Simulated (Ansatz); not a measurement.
Geometry optimisation, RKS r2SCAN/6-31G* in Ansatz 0.2.0.

The input (input.yaml):

```yaml
crystal:
  periodic: [false, false, false]
  atoms:
    - { symbol: B, position_ang: [-0.243984, 0.514587, -0.343625] }
    - { symbol: C, position_ang: [0.408254, 0.602332, 1.093038] }
    - { symbol: C, position_ang: [-0.280729, -0.931724, -0.905149] }
    - { symbol: H, position_ang: [0.357671, -1.428253, -0.183657] }
    - { symbol: Cl, position_ang: [-0.843811, 1.934833, -1.213875] }
    - { symbol: H, position_ang: [1.482222, 0.383973, 0.9706] }
    - { symbol: H, position_ang: [0.321941, 1.559839, 1.619383] }
    - { symbol: H, position_ang: [0.014471, -0.198737, 1.734421] }
    - { symbol: H, position_ang: [-1.289089, -1.367203, -0.837809] }
    - { symbol: H, position_ang: [0.073054, -1.069647, -1.933227] }
basis:
  gaussian: { orbitals: "6-31G*" }
hamiltonian:
  xc: r2scan
relax:
  f_tol: 0.03
  max_steps: 50
output:
  orbitals: {}
```

Launched with:

```bash
$ ansatz run input.yaml --threads 2 --pin off --max-ram 3072MiB --backend cpu --events-out ev --progress --plain --runs-dir out
```

Q: Where does it end, and by what steps?

A: The forces met the threshold. The force dipped under the threshold on the way, but the program's further checks kept it going. After 7 steps the energy has fallen by 0.209 eV; H4 moved furthest, 0.41 Å.

```csv
step,energy less start (eV),largest force component (eV/Å),accepted
0,0.0000,0.922,yes
1,-0.1536,0.355,yes
2,-0.1988,0.352,yes
3,-0.1928,0.575,no
4,-0.2083,0.059,yes
5,-0.2090,0.019,yes
6,-0.2091,0.057,yes
7,-0.2093,0.026,yes
```

```xyz
10
Properties=species:S:1:pos:R:3
B -0.168 0.419 -0.262
C 0.424 0.669 1.163
C -0.287 -0.991 -0.931
H 0.291 -1.765 -0.415
Cl -0.747 1.824 -1.202
H 1.522 0.598 1.083
H 0.189 1.647 1.595
H 0.132 -0.125 1.865
H -1.344 -1.299 -0.905
H -0.011 -0.976 -1.993
```

Whether the end is a true minimum wasn't checked by a vibrational analysis.

Run time: 12 s on 2 threads of Intel(R) Xeon(R) Platinum 8488C (Sapphire Rapids), with other jobs on the host, peak memory 0.16 GiB.
